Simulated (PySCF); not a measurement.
Structure from NMR data

An unknown has the formula C5H14Si2. Its calculated NMR data are:

¹H NMR (400 MHz, computed): δ 7.02 (m, 1H), 6.89 (m, 1H), 4.11 (d, 3H), 4.03 (m, 2H), 1.05 (d, 6H), 0.84 (m, 1H).

¹³C{¹H} NMR (computed): δ 157.1, 150.9, 20.2 (2C), 14.1.

One averaged value for each set of equivalent atoms, no solvent, single conformer, no relativistic terms. Structure optimised with PBE0-D3(BJ)/def2-SVP; GIAO B97-2/pcSseg-1 shieldings; PySCF 2.14.

Scale: ¹H (σ = 31.38 ppm), ¹³C (σ = 183.69 ppm) against TMS (reference shieldings calculated alike).

Q: What is the structure?

A: 
1. Rings plus π bonds: 1 (no ring in the answer).
2. 4 carbon signals for 5 carbons: some carbons are equivalent by symmetry or fast rotation.
3. Carbon types of the structure: 3 × CH, 2 × CH3, leaving 5 H on heteroatoms.
4. δC 157.1, 150.9: alkene CH; an sp2 carbon of a C=C bond.
5. δC 20.2: methyl carbon; saturated and bonded to C and H only.
6. δC 14.1: sp3 CH bonded to Si.
7. δH 7.02, 6.89: hydrogen on an alkene CH; attached to an sp2 carbon and in the plane of the double bond.
8. δH 4.11: hydrogen on a silicon bonded to C.
9. δH 4.03: hydrogen on a silicon bonded to 2 C.
10. δH 0.84: hydrogen on an sp3 CH bonded to Si; an electropositive neighbour shields it, as in TMS itself.

These data were computed for SMILES CC(C)[SiH2]/C=C/[SiH3].

The shifts were computed for this structure.

Shifts are as computed. Against solution values, carbons near 30 ppm lie about +1 ppm off and those near 130 ppm about +2 ppm. Of 1211 compounds with measured shifts, 218 miss one by over three times the rms of a fit or turn the order of signals round; such compounds aren't used in these exercises. Multiplicities follow the n + 1 count of equivalent neighbours, as no J values were calculated; m marks all less simple cases, F and P coupling included.
